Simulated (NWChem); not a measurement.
Species: TiOCl2; SMILES [O]=[Ti]([Cl])[Cl]

```xyz
4

Ti    -0.2753     0.0942     0.0000
Cl     0.6581    -0.0302     2.0065
Cl     0.6581    -0.0302    -2.0065
O     -1.8161     0.3900     0.0000
```
Atoms are numbered in this order, from 1.

Level: PBE0/def2-SVP (NWChem), optimised geometry, unscaled harmonic frequencies. 

```tsv
frequency (cm⁻¹)	IR intensity (km/mol)
17	75.9
117	4.0
221	0.0
392	20.7
536	177.8
1164	226.6
```

```yaml
zero_point_energy: 3.5 kcal/mol
thermal correction to the enthalpy at 298.15 K (with zero-point energy): 7.5 kcal/mol
heat capacity Cv: 14.6 cal/(mol K)
entropy at 298.15 K and 1 atm (symmetry number 1): 81.7 cal/(mol K)
dipole_moment: 0.57 D
```

Rigid rotor and harmonic oscillator; modes under 100 cm⁻¹ make the entropy uncertain.
